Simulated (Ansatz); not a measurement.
Relaxation of F2H6OW (10 atoms, charge 0, multiplicity 1), to a largest force component of 0.03 eV/Å in at most 50 steps.

Level of theory: RKS PBE/def2-SVP (Ansatz).

```xyz
10
Properties=species:S:1:pos:R:3
W 0.275 0.225 -0.398
F 0.099 0.265 2.639
H 1.453 -0.756 0.311
H -0.661 1.378 0.397
H -1.296 -0.233 0.071
H -0.144 -1.400 -0.103
F 0.377 0.429 -2.225
O 1.508 1.474 0.472
H 2.401 1.090 0.581
H 0.539 1.055 2.406
```

Q: Where does it end, and by what steps?

A: The forces met the threshold. After 7 steps the energy has fallen by 0.250 eV; H10 moved furthest, 0.54 Å. Joined: W1–F2 (3.04 → 2.44 Å).

```csv
step,energy less start (eV),largest force component (eV/Å),accepted
0,0.0000,0.458,yes
1,-0.1068,0.320,yes
2,-0.1970,0.269,yes
3,-0.2025,1.598,yes
4,-0.2447,0.498,yes
5,-0.2480,0.092,yes
6,-0.2490,0.052,yes
7,-0.2495,0.011,yes
```

```xyz
10
Properties=species:S:1:pos:R:3
W 0.238 0.223 -0.271
F 0.136 0.193 2.168
H 1.434 -0.750 0.424
H -0.726 1.407 0.440
H -1.356 -0.199 0.107
H -0.175 -1.396 0.024
F 0.375 0.401 -2.101
O 1.478 1.534 0.689
H 2.387 1.177 0.740
H 0.762 0.936 1.932
```

Whether the end is a true minimum wasn't checked by a vibrational analysis.

Time of the run: 21 s on 2 threads of Arm Neoverse V1, with other jobs on the host, peak memory 0.14 GiB.
